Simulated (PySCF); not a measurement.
CH2O, SMILES [O+](=[C-]\[H])/[H]. Atoms are numbered in the order given.

```xyz
4

C      0.2257     0.7051     0.0000
O     -0.1553    -0.5468     0.0000
H      0.6325    -1.1094     0.0000
H     -0.7443     1.2528     0.0000
```
Charge 0, spin multiplicity 1.

Geometry optimised at ωB97X-D3(BJ)/def2-TZVPD.

Two levels are set side by side: PBE/pcSseg-2 (PySCF) and B3LYP/pcSseg-2 (PySCF). GIAO shifts against H2O (¹⁷O), TMS (¹H), TMS (¹³C) at the same level; non-relativistic, no solvent, atoms listed together averaged. Differences are taken from unrounded values.

```tsv
quantity	B3LYP
δ(¹³C) of C1 (ppm)	559.1
δ(¹⁷O) of O2 (ppm)	572.1
δ(¹H) of H3 (ppm)	15.25
δ(¹H) of H4 (ppm)	16.69
```

**Question.** What does PBE give, and how far is it from B3LYP? (Estimate from the structure and the level; the computed values follow.)

**Answer.** 
```csv
quantity,PBE,PBE minus B3LYP
δ(¹³C) of C1 (ppm),554.7,-4.4
δ(¹⁷O) of O2 (ppm),595.5,23.4
δ(¹H) of H3 (ppm),15.75,0.50
δ(¹H) of H4 (ppm),17.19,0.50
```

Rough cost on one machine, each run with all the roots and properties that it gave: B3LYP against PBE within a factor of 2.
